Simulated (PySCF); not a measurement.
Compound: C7H16N2Si.
Cartesian coordinates in Å at the PBE0-D3(BJ)/def2-SVP level; atoms count from 1:
```
atom  x, y, z in Å
C1    -1.8195   -1.9693   -0.5496
C2    -1.3930   -0.5079   -0.6687
C3    -2.1205    0.3624    0.3597
C4     0.0992   -0.3683   -0.5354
N5     0.7425   -0.8780    0.4481
N6     2.0697   -0.5559    0.3657
Si7    3.1676   -1.3139    1.4912
C8     2.3690    0.0295   -0.9415
C9     0.9845    0.4775   -1.4336
C10    0.7126    1.9695   -1.2476
H11   -2.9095   -2.0723   -0.6648
H12   -1.3307   -2.5925   -1.3134
H13   -1.5329   -2.3649    0.4363
H14   -1.6613   -0.1466   -1.6773
H15   -1.8549    1.4250    0.2571
H16   -3.2128    0.2722    0.2497
H17   -1.8468    0.0453    1.3775
H18    4.4761   -0.6176    1.3056
H19    3.3722   -2.7786    1.2447
H20    2.6675   -1.1320    2.8827
H21    2.8021   -0.7261   -1.6247
H22    3.0860    0.8606   -0.8558
H23    0.8382    0.2136   -2.4936
H24   -0.3158    2.2293   -1.5414
H25    0.8498    2.2593   -0.1942
H26    1.3982    2.5731   -1.8624
```

Level: PBE0/pcSseg-1 in PySCF, non-relativistic, on one gas-phase PBE0-D3(BJ)/def2-SVP geometry that isn't relaxed in the solvent. The solvent is an IEF-PCM continuum (van der Waals radii × 1.2). The model holds no explicit solvent molecules, cavitation or dispersion.

| run | E − E(gas) (kcal/mol) | HOMO (eV) | HOMO–LUMO gap (eV) | dipole (D) |
| --- | --- | --- | --- | --- |
| gas | 0.00 | -5.83 | 6.05 | 2.30 |
| P | -1.49 | -5.81 | 6.05 | 2.72 |
| Q | -2.92 | -5.83 | 6.04 | 3.17 |

Problem. The runs were made in benzene and tetrahydrofuran. Which run belongs to which solvent?

Solution. P = benzene, Q = tetrahydrofuran. The dielectric constants are 2.271 (benzene), 7.426 (tetrahydrofuran), and the energy falls further as ε rises. In this model the ground state sees the solvent through ε alone.

Problem. How constant is the ratio of the lowering to (ε − 1)/(2ε + 1)?

Solution. 
```csv
solvent,(ε − 1)/(2ε + 1),E − E(gas) (kcal/mol),ratio (kcal/mol),polarisation term (kcal/mol)
benzene,0.229,-1.49,-6.5,-1.62
tetrahydrofuran,0.405,-2.92,-7.2,-3.47
```

The ratio changes by +11.0 % in size from benzene to tetrahydrofuran. The polarisation term is half the interaction of the solute with the induced surface charges.

Time: 65 s wall; peak memory 1.4 GiB. Hardware: an Arm Neoverse V1 with one thread, shared host with 32 logical CPUs at a one-minute load of 7.9. This is the whole shielding run at PBE0/pcSseg-1 in tetrahydrofuran, SCF included.
